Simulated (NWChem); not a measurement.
## Basis-set dependence for BrGe

```
Ge
Br 1 2.3542
```
Charge 0, spin multiplicity 2.

Everything below was run with NWChem. The geometry was optimised at UB3LYP/def2-SVP, a minimum by its harmonic frequencies.

Hartree-Fock energies in Ha, correlation energies in mHa.

The Hamiltonian is non-relativistic. The correlated methods keep 18 core orbitals frozen. The Pople sets run with spherical d functions. This spin state was chosen for the runs; another may lie lower. The structure started from a generated list of species. The unpaired electrons of the parent sit in orbitals of symmetry b2 (C2v labels of the run); other states weren't searched. No SCF solution was tested for a lower state. Open-shell Hartree-Fock references start from PBE0 orbitals. Coupled-cluster values serve here as a point of comparison, not as the truth.

```json
[
 {"basis": "def2-SVP", "functions": "64", "UHF": "-4647.22459", "UMP2": "-415.1", "SCS-UMP2": "-381.7", "CCSD on ROHF": "-422.7", "CCSD[T] on ROHF": "-435.5", "CCSD(T) on ROHF": "-434.3", "CCSD on UHF": "-419.0", "CCSD[T] on UHF": "-431.6", "CCSD(T) on UHF": "-430.5"},
 {"basis": "6-311G**", "functions": "88", "UHF": "-4647.71456", "UMP2": "-480.5", "SCS-UMP2": "-438.5", "CCSD on ROHF": "-482.7", "CCSD[T] on ROHF": "-496.7", "CCSD(T) on ROHF": "-495.5", "CCSD on UHF": "-479.0", "CCSD[T] on UHF": "-492.8", "CCSD(T) on UHF": "-491.6"},
 {"basis": "def2-TZVP", "functions": "96", "UHF": "-4647.80599", "UMP2": "-473.3", "SCS-UMP2": "-440.1", "CCSD on ROHF": "not run", "CCSD[T] on ROHF": "not run", "CCSD(T) on ROHF": "not run", "CCSD on UHF": "not run", "CCSD[T] on UHF": "not run", "CCSD(T) on UHF": "not run"},
 {"basis": "def2-QZVP", "functions": "150", "UHF": "-4647.89706", "UMP2": "-605.3", "SCS-UMP2": "-562.0", "CCSD on ROHF": "not run", "CCSD[T] on ROHF": "not run", "CCSD(T) on ROHF": "not run", "CCSD on UHF": "not run", "CCSD[T] on UHF": "not run", "CCSD(T) on UHF": "not run"}
]
```

From def2-TZVP to def2-QZVP the Hartree-Fock energy moves by -91.1 mHa and the UMP2 correlation energy by -132.1 mHa, which is 22 % of its value in the larger set.
